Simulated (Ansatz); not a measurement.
Gas-phase electronic energies from Ansatz, PBE0-D4/def2-TZVP geometries. CCSD(T)/CBS is the MP2 limit (def2-TZVPP, def2-QZVPP) plus CCSD(T) − MP2 in def2-TZVPP, frozen cores. DFT in def2-TZVPP. HSE06 is defined as in plane-wave codes. Each species was taken in one conformer, which may not be the lowest.

Reaction (isomerisation): `CC(F)([SiH3])Cl` → `FC[SiH2]CCl`

`CC(F)([SiH3])Cl`:

Cartesian coordinates in Å:
```
C 0.466 0.136 1.355
C -0.450 -0.353 0.266
F -1.743 -0.002 0.588
Si -0.063 0.275 -1.500
Cl -0.388 -2.150 0.193
H 0.168 -0.294 2.313
H 1.497 -0.148 1.144
H 0.402 1.225 1.418
H -0.144 1.760 -1.492
H 1.313 -0.153 -1.850
H -1.058 -0.297 -2.435
```

`FC[SiH2]CCl`:

```xyz
11

F     0.876    1.210   -1.629
C     0.340   -0.072   -1.525
Si   -0.805   -0.151   -0.023
C     0.183    0.253    1.527
Cl    1.464   -0.972    1.753
H    -0.192   -0.298   -2.455
H     1.169   -0.781   -1.428
H    -1.896    0.850   -0.172
H    -1.375   -1.518    0.084
H    -0.435    0.252    2.424
H     0.671    1.225    1.443
```

CCSD(T)/CBS gives -1.3 kJ/mol.

Q: Another level gave -2.4 kJ/mol. Which?
A. HSE06-D4/def2-TZVPP
B. LDA (SPW92)/def2-TZVPP
C. HF/def2-TZVPP
D. r2SCAN-D4/def2-TZVPP

A: A. HSE06-D4 -2.4, r2SCAN-D4 3.2, LDA (SPW92) 12.2, HF/def2-TZVPP -9.9 kJ/mol.

Largest T1 diagnostic among the species: 0.011.

In def2-TZVPP, CCSD(T) changes the Hartree–Fock value by +9.4 kJ/mol (the triples alone add +3.0 kJ/mol) and MP2 by +10.8 kJ/mol. At CCSD(T), def2-SVP lies +18.0 kJ/mol from the extrapolated value and def2-TZVPP +0.8 kJ/mol.

CCSD(T)/CBS has its own doubt, a few kJ/mol and more with outer-core shells, so smaller differences from it don't rank the levels.
